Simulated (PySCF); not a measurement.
Electronic structure of V (vanadium, neutral) at the UHF level

Configuration: [Ar] 3d3 4s2, high-spin 4F determinant. All numbers are calculated (PySCF 2.14, no relativity, point nucleus, in aug-cc-pVDZ).

| Item | Value |
| --- | --- |
| Total energy | -942.889842 hartree |
| One-electron energy | -1294.2812 hartree |
| Hartree (Coulomb) energy | 395.6117 hartree |
| Exchange energy | -44.2203 hartree |
| Kinetic energy | 942.75933 hartree |
| ⟨S²⟩ | 3.7625 |
| ⟨L²⟩ | 12.032 |
| Sum of ⟨r⟩ | 21.70 bohr |
| Sum of ⟨r²⟩ | 47.65 bohr² |
| Density at the nucleus (Gaussians lack the cusp) | 8120 bohr⁻³ |
| Spin density at the nucleus | 0.561 bohr⁻³ |
| Langevin diamagnetic susceptibility | -37.7 ×10⁻⁶ cm³/mol |
| Time after the integrals | 0.59 s of wall time on 1 thread of Neoverse-N1 (shared host) |

```tsv
shell	electrons	mean orbital energy (eV)	rms radius, mean of both spins (bohr)
1s α	1	-5483.5	0.0776
1s β	1	-5483.4	0.0776
2s α	1	-650.71	0.335
2s β	1	-649.03	0.335
2p α	3	-545.89	0.304
2p β	3	-544.22	0.304
3s α	1	-89.576	1.03
3s β	1	-83.838	1.03
3p α	3	-58.552	1.11
3p β	3	-51.534	1.11
3d α	3	-14.085	1.50
4s α	1	-6.725	3.91
4s β	1	-5.874	3.91
```
